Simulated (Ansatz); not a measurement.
C$_{4}$H$_{12}$N (SMILES C[N+](C)(C)C), charge +1, singlet, at a GFN2-xTB geometry. Base run: PBE/3-21G (Ansatz, an electronic-structure program).

Ansatz was given this input:
Ansatz 0.2 input:
```yaml
crystal:
  periodic: [false, false, false]
  atoms:
    - {symbol: C, position_ang: [-0.25342698, -0.62284191, -1.31180330]}
    - {symbol: N, position_ang: [0.00000000, 0.00000000, 0.00000000]}
    - {symbol: C, position_ang: [0.06935110, 1.46414215, -0.15640771]}
    - {symbol: C, position_ang: [-1.09357093, -0.34391601, 0.92671979]}
    - {symbol: C, position_ang: [1.27764681, -0.49738422, 0.54149121]}
    - {symbol: H, position_ang: [-1.19490808, -0.26461226, -1.72465318]}
    - {symbol: H, position_ang: [-0.30728344, -1.70556675, -1.21197051]}
    - {symbol: H, position_ang: [0.54700929, -0.37735136, -2.00764548]}
    - {symbol: H, position_ang: [0.25631726, 1.93850254, 0.80545821]}
    - {symbol: H, position_ang: [-0.86842299, 1.84634022, -0.55598820]}
    - {symbol: H, position_ang: [0.87349438, 1.73360112, -0.83898050]}
    - {symbol: H, position_ang: [-2.04470084, 0.01751703, 0.53957871]}
    - {symbol: H, position_ang: [-1.15707621, -1.42343746, 1.05226138]}
    - {symbol: H, position_ang: [-0.91996060, 0.10967935, 1.90102512]}
    - {symbol: H, position_ang: [1.24137430, -1.57866821, 0.66260856]}
    - {symbol: H, position_ang: [2.09566703, -0.25045282, -0.13306641]}
    - {symbol: H, position_ang: [1.47848991, -0.04555140, 1.51137230]}
basis:
  gaussian:
    orbitals: 3-21G.json
hamiltonian:
  xc: pbe
total_charge: 1
```
The basis file holds 3-21G in the JSON format of the Basis Set Exchange.

The bond that is stretched is that between atoms 14 and 4. A test that says stable can miss a lower solution.

The base run was repeated with changes; each row names its change, and settings that it needs were set with it.

| change | ΔE vs base (kcal/mol) | <S^2> | stability test says |
|---|---|---|---|
| base | 0.000 | 0.000 | minimum (restricted orbitals) |
| spin_polarized = on; lower_state_search = off | 0.000 | 0.000 | undecided (no full test) |
| spin_polarized = on; lower_state_search = standard | 0.000 | 0.000 | minimum |
| bond × 1.25 | 15.77 | 0.000 | minimum (restricted orbitals) |
| spin_polarized = on; lower_state_search = off; bond × 1.25 | 15.77 | 0.000 | undecided (no full test) |
| spin_polarized = on; lower_state_search = standard; bond × 1.25 | 15.77 | 0.000 | minimum |
| bond × 1.5 | 44.31 | 0.000 | minimum (restricted orbitals) |
| spin_polarized = on; lower_state_search = off; bond × 1.5 | 44.31 | 0.000 | undecided (no full test) |
| spin_polarized = on; lower_state_search = standard; bond × 1.5 | 44.31 | 0.000 | minimum |
| bond × 1.8 | 76.9 | 0.000 | minimum (restricted orbitals) |
| spin_polarized = on; lower_state_search = off; bond × 1.8 | 76.9 | 0.000 | undecided (no full test) |
| spin_polarized = on; lower_state_search = standard; bond × 1.8 | 76.9 | 0.000 | minimum |
| bond × 2.2 | 109.7 | 0.000 | minimum (restricted orbitals) |
| spin_polarized = on; lower_state_search = off; bond × 2.2 | 109.7 | 0.000 | undecided (no full test) |
| spin_polarized = on; lower_state_search = standard; bond × 2.2 | 106.1 | 0.531 | minimum |
| bond × 3.0 | 144.6 | 0.000 | minimum (restricted orbitals) |
| spin_polarized = on; lower_state_search = off; bond × 3.0 | 144.6 | 0.000 | undecided (no full test) |
| spin_polarized = on; lower_state_search = standard; bond × 3.0 | 118.4 | 0.951 | minimum |

Where a bond breaks into two radicals, a solution with restricted orbitals usually stops being the lowest and lies too high; an unrestricted one lies lower at the price of spin contamination, which <S^2> shows.
